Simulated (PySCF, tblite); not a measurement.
# NaCl and 3 × hydrogen fluoride

A gas-phase complex of NaCl and 3 × hydrogen fluoride; neutral, singlet. The structure comes from a short search (6 tight-binding starts) and was optimised by PBE0-D3(BJ)/def2-SVPD; another way of binding may lie lower.

This structure isn't a minimum: the optimisation stopped short of the minimum along a soft mode, which is imaginary here (42i cm⁻¹ by PBE0-D3(BJ)/def2-SVPD), and forces of up to 0.015 eV/Å are left. All values below rest on it.

```csv
part,name,SMILES,atoms,charge,multiplicity
1,NaCl,[Na][Cl],1–2,0,1
2,hydrogen fluoride,F,3–4,0,1
3,hydrogen fluoride,F,5–6,0,1
4,hydrogen fluoride,F,7–8,0,1
```

```csv
atom,part,x (Å),y (Å),z (Å)
Na1,1,0.548,-0.232,1.384
Cl2,1,-1.373,0.075,-0.239
F3,2,-0.744,-2.402,0.618
H4,2,-1.118,-1.509,0.175
F5,3,2.337,-1.474,1.192
H6,3,2.106,-2.254,0.671
F7,4,1.364,-3.299,-0.090
H8,4,0.443,-3.039,0.098
```

Contacts between parts, classed by geometry: H4···Cl2 1.657 Å (closest for its radii); H8···F3 1.444 Å (hydrogen bond, 164°); H6···F7 1.491 Å (hydrogen bond, 164°); Na1···F5 2.186 Å (ion contact); Na1···F3 2.639 Å (ion contact).

Deforming the relaxed parts to their shape here costs 14.2 kcal/mol, which the interaction energies leave out.

Interaction energies are complex less parts, with the parts frozen as they stand in it; counterpoise-corrected, in kcal/mol (PySCF).

(1) Give the interaction energy at each level run.

(2) What holds them together? Decompose the wB97M-D3(BJ)/def2-TZVPD energy: frozen parts, their antisymmetrised product, then relaxation.

The parts were also relaxed and run alone, at the levels used for the complex: shieldings by PBE0/pcSseg-2; core levels by delta-SCF with SCAN, pcX-2 on the ionised atom and pcseg-1 elsewhere, spin-free X2C.

Values alone: F7–H8 bond (Å): 0.920; shielding of H8 (ppm): 29.19; shielding of F3 (ppm): 410.9; shielding of H6 (ppm): 29.19; shielding of F7 (ppm): 410.9; F3 1s core level (eV): 694.12; F5 1s core level (eV): 694.12; F7 1s core level (eV): 694.12.

(3) How do these values change when the complex forms?

Answers

(1) 
```csv
level,interaction,superposition error removed
wB97M-D3(BJ)/def2-TZVPD,-60.28,-0.55
PBE0-D3(BJ)/def2-TZVPD,-65.28,-0.59
```

(2) electrostatic -86.3, Pauli repulsion +104.3, orbital relaxation -75.9, dispersion correction -2.9 kcal/mol, which sum to the value before the counterpoise correction; the Pauli term holds the exchange-correlation of the frozen density too. Of the attraction, 52 % is electrostatic, 46 % is orbital relaxation, 2 % is dispersion correction.

(3) 
```csv
property,alone,in the complex,change
F7–H8 bond (Å),0.920,0.976,+0.055
shielding of H8 (ppm),29.19,19.42,-9.77
shielding of F3 (ppm),410.9,291.2,-119.7
shielding of H6 (ppm),29.19,20.59,-8.59
shielding of F7 (ppm),410.9,367.8,-43.1
F3 1s core level (eV),694.12,692.67,-1.45
F5 1s core level (eV),694.12,694.17,+0.05
F7 1s core level (eV),694.12,693.72,-0.39
```

Density functionals tend to overstate the lengthening and the red shift of so strongly bound an X–H bond.
